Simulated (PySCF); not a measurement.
SMILES [C-]#N (charge -1), singlet at its PBE/def2-SVP optimised geometry (Å):

```
2

C     -0.5955     0.0000     0.0000
N      0.5955     0.0000     0.0000
```

Level of theory: PBE/def2-TZVPD in PySCF.

Map of the electrostatic potential (hartree/e), clipped to [-0.27, -0.14] on the plane z = 0.8 Å:

```
|@@@@@@@@%%%%%%%%%%@@@@@@@@@|
|@@@@@@%%%%#######%%%%@@@@@@|
|@@@@%%####******####%%@@@@@|
|@@%%%##****+++++***###%%@@@|
|@%%##**+++======+++**##%%@@|
|%%##*++===-------==++**#%%@|
|%##*+==---:::::::---=+**#%@|
|##*+=--:::::......::-=+*##%|
|#*+=-::..:::..  ....:-=+*#%|
|#*+-:...:---:.....  .:-=+*#|
|*+=-:. .-+##+----:.  .:=+*#|
|*+=:.  :+@@@@##%%+:  .:-=*#|
|*+-:.  :#@@@@@@@@@=   .-=+#|
|*=-:.  -%@@@@@@@@@+.  .-=+#|
|*+-:.  :#@@@@@@@@@=   .-=+#|
|*+=:.  :+@@@@##%%+:  .:-=*#|
|*+=-:. .-+##+----:.  .:=+*#|
|#*+-:...:---:.....  .:-=+*#|
|#*+=-::..:::..  ....:-=+*#%|
|##*+=--:::::......::-=+*##%|
|%##*+==---:::::::---=+**#%@|
|%%##*++===-------==++**#%%@|
|@%%##**+++======+++**##%%@@|
|@@%%%##****+++++***###%%@@@|
|@@@@%%####******####%%@@@@@|
|@@@@@@%%%%#######%%%%@@@@@@|
|@@@@@@@@%%%%%%%%%%@@@@@@@@@|
```
Scale: ten equal steps from -0.274 (start of ' ') to -0.142 (end of '@'), in the order ' .:-=+*#%@'; x runs from -3.00 to 3.00, y from -3.00 (bottom) to 3.00 (top).
